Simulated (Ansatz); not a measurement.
Job for Ansatz (a program for electronic structure): R-BLYP/def2-TZVPP on GeH4N2 (SMILES [NH2][Ge][NH2]), a point of a torsion scan.

Ansatz 0.2 input:
```yaml
crystal:
  periodic: [false, false, false]
  atoms:
    - {symbol: N, position_ang: [1.31965034, 0.33623455, -0.25947541]}
    - {symbol: Ge, position_ang: [0.11700514, -0.16999754, 1.12886704]}
    - {symbol: N, position_ang: [-0.99901146, 1.22017875, 0.83013642]}
    - {symbol: H, position_ang: [1.41945179, -0.37693016, -0.97422115]}
    - {symbol: H, position_ang: [2.26126383, 0.50785344, 0.07769027]}
    - {symbol: H, position_ang: [-0.83952348, 1.91123129, 0.11249556]}
    - {symbol: H, position_ang: [-1.85026176, 1.42417957, 1.32998497]}
basis:
  gaussian:
    orbitals: def2-TZVPP
hamiltonian:
  xc: {name: BLYP}
scf: {lower_state_search: off}
```

The head of its log:

```
WARN ansatz: RAYON_NUM_THREADS=1 ignored (pool sized by the plan → 1); use --threads N
Functional definition: BLYP
these checks for a lower state are left out or cut short: stability, starts, cluster_reference, orbital_swaps, neighbouring_geometries, increment
integrals: 0.07 GiB planned
904 factors; their error is unknown
mean field: 0.53 GiB planned
mean field evaluation 1: about -59543.5179 eV, gradient 1.1e2 eV
mean field evaluation 2: about -59419.8446 eV, gradient 2.1e2 eV
```

Predict the final total energy.

-2189.0106 hartree.
